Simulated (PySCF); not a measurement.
## Checking a proposed structure

A compound C$_{5}$H$_{8}$N$_{2}$OSi gives the data below (simulated from a calculation) and was assigned the structure `C/C(CC#N)=N\[SiH2]C=O`.

13C{1H} NMR (computed): δ 201.4 (CH), 158.6 (C), 115.7 (C), 40.4 (CH2), 35.6 (CH3).

1H NMR (400 MHz, computed): δ 10.09 (t, 1H), 5.27 (t, 2H), 2.69 (m, 2H), 2.54 (s, 3H).

Level of theory: PBE0/pcSseg-1 with gauge-including orbitals, GFN2-xTB geometry, in PySCF 2.14.0 with density-fitted response routines (in vacuum, one conformer, equivalent nuclei averaged, non-relativistic).

Referencing at the same level of theory: 1H and 13C vs TMS.

Question: Compare with the shifts computed for the proposed structure, pairing carbons in order of shift.

Answer: Atoms are numbered as in `[CH3:1]/[C:2]([CH2:3][C:4]#[N:5])=[N:6]\[SiH2:7][CH:8]=[O:9]` (H(Xn): hydrogen on atom n).

```tsv
atom	computed for proposal	given list	difference
C8	244.9	201.4	+43.5
C2	186.0	158.6	+27.4
C4	121.3	115.7	+5.6
C3	35.2	40.4	-5.2
C1	27.4	35.6	-8.2
```

The rms difference is 23.5 ppm and the largest +43.5 ppm at C8 (carbonyl carbon). The proposal doesn't fit.

Question: Which isomer fits?

Answer: `C/C(C#N)=N/[SiH2]CC=O`.

Carbon types of the structure: 2 × C, 1 × CH, 1 × CH2, 1 × CH3, leaving 2 H on heteroatoms. δC 201.4: aldehyde carbonyl carbon; the double bond to the heteroatom, with no lone-pair donor beside it, deshields it most. δC 158.6: C=N carbon. δC 115.7: nitrile carbon; C≡N carbons fall here, among the sp2 signals but without a proton. δH 10.09: hydrogen on an aldehyde carbonyl carbon; the C=O anisotropy and electron withdrawal place aldehyde protons far downfield.

Other isomers checked: [H]/N=C(\CC#C[SiH3])C(N)=O (rms 25.3 ppm); C=CN([SiH2]C#N)C(C)=O (rms 34.3 ppm).

This is the structure that produced the data.

Shifts are as computed. Against solution values, carbons near 30 ppm lie about +3 ppm off and those near 130 ppm about +5 ppm. Of 1309 compounds with measured shifts, 239 miss one by over three times the rms of a fit or turn the order of signals round; such compounds aren't used in these exercises. No couplings were computed; multiplicities are counted from neighbouring protons, with m where these are inequivalent, close in shift, in a saturated or five-membered ring or joined by F or P, and br s for small geminal =CH2 splittings.
